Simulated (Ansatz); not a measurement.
```yaml
atoms:
  - { symbol: Si, position_ang: [-0.0038, 0.0009, -0.1119] }
  - { symbol: H, position_ang: [-0.0065, 0.0053, 1.4325] }
```

Basis set: STO-3G (spherical functions). Frozen core: 5 orbitals. Charge 0, multiplicity 2.

Computed with Ansatz (development build ahead of 0.2.0); each method stands on the lowest determinant of its kind that the runs found.

The atomization energy at this shape (free ground-state atoms in the same class of orbitals less the molecule, no zero-point energy) of doublet SiH:

```
method  atomization energy
   UHF             3.36 eV
```

Task: What does UHF-MP2 give?

Result: 3.73 eV.

This basis has no polarisation functions and is too small for such energies, which can lie far from measured ones in either direction.
